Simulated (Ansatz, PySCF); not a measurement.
Pair of molecules: aminoborane (SMILES BN) (first 6 atoms) with HF (SMILES F); geometry from B3LYP-D3(BJ)/def2-TZVP, rigid monomers moved along the line of their centres of mass till N2···H8 is 1.74 Å.
(charge 0, multiplicity 1):
```xyz
8

B      0.90642    -0.12577     0.06133
N     -0.14341     0.57943     0.66532
H      0.66260    -0.82367    -0.87059
H      1.99912    -0.02550     0.52061
H      0.01238     1.27652     1.37838
H     -1.06486     0.63324     0.25706
F     -0.90232    -1.25717     2.44797
H     -0.56266    -0.67936     1.79019
```

Counterpoise-corrected where a basis set is named; no monomer relaxation. Rows marked so take none.

Frozen-core correlation. CBS: X⁻³ extrapolation of the correlation energy, Hartree–Fock from the larger set. Rows in STO-3G carry no dispersion term and start afresh at each structure.

Run with Ansatz (Gaussian basis) for Hartree–Fock, density functionals and correlated methods; PySCF for STO-3G rows, the dispersion terms. Each number belongs to the level named beside it.

Task: What is the computed interaction energy (MP2/CBS(aug-cc-pVDZ, aug-cc-pVTZ) + ΔCCSD(T)/aug-cc-pVDZ)?

Result: -4.3 kcal/mol

Task: Give the interaction energy at the level HF/STO-3G (no counterpoise).

Result: 1.1 kcal/mol

Task: What interaction energy does PBE0-D4/def2-TZVPPD give?

Result: -5.6 kcal/mol

Ansatz is an electronic-structure program.
